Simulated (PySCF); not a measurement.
CH₃AlF₂S, SMILES [F][Al]([F])[S]C. The structure is a stationary point at B3LYP-D3(BJ)/def2-SVP. The structure was generated by enumeration; whether it is a known compound was not checked. The values are those of a single conformer.

Q: Give the equilibrium geometry at B3LYP-D3(BJ)/def2-SVP (PySCF confirms it by a frequency run) as Cartesian coordinates in Å, and its point group. (Estimate from the structure and the level; the computed values follow.)

A: Several could match; the one computed here: point group Cs.
```xyz
8

Al    -0.0384    -0.8094     0.0000
F      0.8473    -2.2065     0.0000
F     -1.6958    -0.9098     0.0000
S      0.9025     1.1269     0.0000
C     -0.6044     2.2072     0.0000
H     -1.5289     1.6166     0.0000
H     -0.5738     2.8400     0.8966
H     -0.5738     2.8400    -0.8966
```
